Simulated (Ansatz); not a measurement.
Ansatz (an electronic-structure program) input (PBE0/def2-TZVPD):

Ansatz 0.2 input:
```yaml
crystal:
  periodic: [false, false, false]
  atoms:
    - {symbol: Li, position_ang: [-0.00000000, -0.00000000, -1.81701305]}
    - {symbol: Cl, position_ang: [0.00000000, 0.00000000, 0.32064936]}
basis:
  gaussian:
    orbitals: def2-TZVPD
hamiltonian:
  xc: {name: PBE0}
total_charge: -1
magnetization: {spin_polarized: true, initial_magnetization: 1}
output: {forces: true}
```

End of the output:

```
integrals: 0.01 GiB planned
473 factors; their error is unknown
mean field: 0.17 GiB planned
mean field evaluation 1: about -12722.6308 eV, gradient 2.2e1 eV
mean field evaluation 2: about -12723.0440 eV, gradient 2.5e1 eV
mean field evaluation 4: about -12725.6474 eV, gradient 4.0e-1 eV
mean field evaluation 8: about -12725.6796 eV, gradient 8.5e-3 eV
mean field evaluation 16: about -12725.0311 eV, gradient 2.5e0 eV
mean field -12725.67958738 eV, -467.6600990608 hartree, gradient 3.1e-5 eV, S^2 0.750104; 1 other end points of the search recorded, 0 dependent functions left out
the calculation of the forces begins
reference -12725.67962425 eV, -467.6601004157 hartree; 11, 10 occupied and 52, 53 virtual orbitals, 473 factors
Total energy: -12725.67962425 eV, -467.6601004157 hartree
Atom 0 at    -0.000000    -0.000000    -1.817013 Å, force     0.000000     0.000000     0.018192 eV/Å
Atom 1 at     0.000000     0.000000     0.320649 Å, force    -0.000000    -0.000000    -0.018192 eV/Å
Dipole moment:    -0.000000    -0.000000     1.502170 e Å
```
